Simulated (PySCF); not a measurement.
**Working with the constants of BAs**

ROHF-CCSD(T) constants of BAs, ³Π (triplet), unpaired electrons σ ↑, π ↑ (PySCF, spin-free X2C with a Gaussian nucleus, basis sets B x2c-TZVPPall, As x2c-TZVPPall; masses 11.0093 and 74.9216 u):

| Property | Result |
| --- | --- |
| ωe | 789.8 cm⁻¹ |
| ωexe | 4.71 cm⁻¹ |
| Be | 0.50691 cm⁻¹ |
| αe | 0.00396 cm⁻¹ |
| De to B + As | 2.71 eV |

Q: What force constant and bond length do these constants imply?

A: Reduced mass μred = 9.5988 u; k = 5.8918×10⁻⁷·μred·ωe² (u, cm⁻¹, mdyn/Å) = 3.53 mdyn/Å; Re = √(16.8576/(μred·Be)) (u, cm⁻¹, Å) = 1.861 Å.

Q: Estimate the centrifugal constant D from the Kratzer relation and find the Dunham coefficient a1.

A: D = 4Be³/ωe² = 8.35e-07 cm⁻¹; a1 = −1 − αeωe/(6Be²) = -3.03.

Correlated steps freeze 10 core orbitals. Spin–orbit coupling is left out. The state was picked by a PBE0 search and need not be the measured ground state.
